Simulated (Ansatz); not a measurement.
`[NH2][Ga]([Cl])[Br]` + HBr → `[NH2][Ga]([Br])[Br]` + HCl  (ligand exchange at a Ga–Cl bond)

Isolated molecules relaxed with PBE0-D4/def2-TZVP in Ansatz; ΔE leaves out vibrations. CCSD(T)/CBS is the MP2 limit (def2-TZVPP, def2-QZVPP) plus CCSD(T) − MP2 in def2-TZVPP, frozen cores. This one scheme is used for every species. Functionals use def2-TZVPP. For Br, Ga outer-core shells are correlated without core-valence functions, which leaves a few kJ/mol of doubt a bond. Scalar relativity is left out up to krypton. One conformer a species, not always the lowest.

| level | ΔE (kJ/mol) |
| --- | --- |
| PBE0-D4 | -12.3 |
| CAM-B3LYP-D4 | -9.5 |
| r2SCAN | -10.4 |
| LC-ωPBE | -9.7 |
| CCSD/def2-SVP | -5.2 |
| CCSD(T)/def2-SVP | -5.3 |
| HF/def2-QZVPP | -10.2 |
| SCS-MP2/def2-QZVPP | -11.8 |

(1) What does CCSD(T)/CBS give? (Estimate.)

Largest T1 diagnostic among the species: 0.010.

Answers

(1) Ansatz gave: -12.4 kJ/mol. The listed levels differ from it by 0.1, 2.9, 2.0, 2.7, 7.2, 7.1, 2.2, 0.6 kJ/mol.

At CCSD(T), def2-SVP lies +7.1 kJ/mol from the extrapolated value and def2-TZVPP +0.3 kJ/mol. Leaving LDA and LC-ωPBE aside and taking each functional with its dispersion term where it has one, the values, not all of them listed here, spread over 5.4 kJ/mol, from PBE-QIDH to B97M-V.
